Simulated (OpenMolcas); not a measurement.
# Si3+: from RASSCF to RASPT2

```
Program             : OpenMolcas
Basis               : ANO-R2 [5s4p3d1f]
Scalar Hamiltonian  : X2C, finite nucleus
Active space        : 1 electron in 9 orbitals (RAS2 3s 3p; RAS3 3d, at most 1 electron)
State averaging     : 2S+1 = 2 even, 1 root; 2S+1 = 2 odd, 3 roots
Spin-orbit coupling : RASSI with atomic mean-field integrals over the reference wave functions, term energies averaged over their components
```

Methods on the same reference wave functions:
A. RASSCF
B. SS-RASPT2, IPEA 0.25 Eh, imaginary shift 0.1 Eh (closed shells correlated: 2s 2p)

Energies in cm-1 above 3s 2S 1/2, the measured ground level; measured values from NIST levels in Kelleher and Podobedova, J. Phys. Chem. Ref. Data 37, 1285 (2008).

```json
{"Level": "3s 2S 1/2", "A": "0.0", "B": "0.0", "Measured": "0.0"}
{"Level": "3p 2P* 1/2", "A": "70958", "B": "71324", "Measured": "71288"}
{"Level": "3p 2P* 3/2", "A": "71337", "B": "71704", "Measured": "71749"}
```

Deviations, from unrounded energies. A percentage is the sum of absolute deviations over the sum of measured energies, with the sign that they share, or ± where signs differ.

```csv
Against measurement,Levels,A,B
mean absolute deviation (cm-1),2,370,41
other configurations (%),2,-0.5,±0.1
```

B lies closest to measurement on these levels. The largest miss of B in the table is 3p 2P* 3/2, by -45 cm-1. The ranking rests on the paired levels alone, and a cruder setting can come out closer through cancelling errors.

The lowest spin-free term lies below A's lowest term by 0.214 hartree in B.

With one active electron outside closed inactive shells, the extra shells (3d) add no correlation to the reference. With one active electron the reference holds no correlation, so core polarisation is missing (holds for A). With one active electron, CASPT2 adds the correlation within the correlated inactive shells and between them and that electron, and leaves the splitting within a term as the reference gives it (holds for B). Computed and measured levels are paired by configuration, term and J; levels that our copy of the source lacks, or whose pairing is in doubt (as where it misses far off the trend of its configuration), stay unpaired and out of the deviations. Only configurations of the active space appear.

* marks odd parity.
